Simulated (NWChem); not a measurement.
System: SiNH₄OCl; SMILES N[SiH](O)Cl

NWChem input:

```
start job
memory heap 200 mb stack 900 mb global 1100 mb
geometry units angstroms noautosym nocenter noautoz
  Si    -0.077149    -0.533216    -0.404967
  N      1.250072    -1.341362     0.281385
  O     -1.431834    -1.030268     0.400791
  Cl    -0.055485     1.550765    -0.218650
  H     -0.077589    -0.800398    -1.862809
  H      2.114833    -1.456824    -0.232365
  H      1.385835    -1.385294     1.284576
  H     -2.118953    -0.364958     0.503712
end
basis spherical
  * library pcsseg-1
end
dft
  xc kt2
  iterations 150
end
property
  shielding
end
task dft property
```

Structure relaxed at the PBE0/def2-SVP level.

GIAO values for the isolated, static molecule; σ is the absolute isotropic shielding, δ = σ(reference) − σ with the isolated reference molecule computed at the same levels (1H: tetramethylsilane, 15N: ammonia, 17O: water, 29Si: tetramethylsilane).

Atoms are numbered as in the input.

What results follow from this input? (KT2/pcSseg-1, GIAO.) Quantities: δ Si1 (ppm); δ N2 (ppm); δ O3 (ppm); σ Cl4 (ppm); δ H5 (ppm); δ H7 (ppm); δ H8 (ppm).


```
Quantity     Value
-----------  -----
δ Si1 (ppm)  -23.1
δ N2 (ppm)    41.4
δ O3 (ppm)    74.3
σ Cl4 (ppm)  818.7
δ H5 (ppm)    5.35
δ H7 (ppm)    1.26
δ H8 (ppm)    1.31
```
